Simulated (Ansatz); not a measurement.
In(NH3)2H3 (InN2H9). Charge 0, multiplicity 1. Geometry r2SCAN-D4/def2-SVP.

```xyz
12

In   -0.001    0.000    0.000
N    -0.770   -1.897   -1.512
H    -0.053   -2.617   -1.607
H    -0.991   -1.564   -2.450
H    -1.608   -2.353   -1.149
N     0.770    1.897    1.512
H     1.692    1.711    1.907
H     0.130    2.040    2.293
H     0.832    2.781    1.006
H    -1.494    0.858   -0.315
H     1.391    0.257   -1.031
H     0.101   -1.114    1.346
```

In the def2 sets In takes a core potential, while STO-3G treats all electrons; there is no spin–orbit coupling.

(1) Estimate the orbital energies around the gap (eV) in Ansatz with HF/STO-3G, PBE-D4/def2-TZVP, BLYP-D4/def2-TZVP, r2SCAN-D4/def2-TZVPD, ωB97M-V/def2-TZVP.

Results:

(1) 
```csv
orbital,HF/STO-3G,PBE-D4/def2-TZVP,BLYP-D4/def2-TZVP,r2SCAN-D4/def2-TZVPD,ωB97M-V/def2-TZVP
HOMO−9,-12.80,-16.72,-16.63,-17.37,-21.99
HOMO−8,-12.02,-12.08,-11.99,-12.53,-16.23
HOMO−7,-11.83,-12.08,-11.99,-12.53,-16.23
HOMO−6,-11.81,-12.06,-11.97,-12.51,-16.20
HOMO−5,-11.81,-12.06,-11.97,-12.51,-16.20
HOMO−4,-11.56,-9.71,-9.58,-10.09,-13.97
HOMO−3,-11.56,-7.84,-7.71,-8.22,-11.95
HOMO−2,-7.80,-6.20,-6.11,-6.57,-9.89
HOMO−1,-6.62,-5.57,-5.48,-5.90,-8.99
HOMO,-6.62,-5.57,-5.48,-5.90,-8.99
LUMO,11.87,-0.72,-0.73,-0.21,1.14
LUMO+1,14.43,0.07,-0.01,0.07,2.17
LUMO+2,16.51,0.99,1.02,1.08,2.18
LUMO+3,16.61,0.99,1.02,1.53,2.34
LUMO+4,17.25,1.42,1.41,1.53,4.25
LUMO+5,17.26,2.00,1.93,1.92,4.25
```
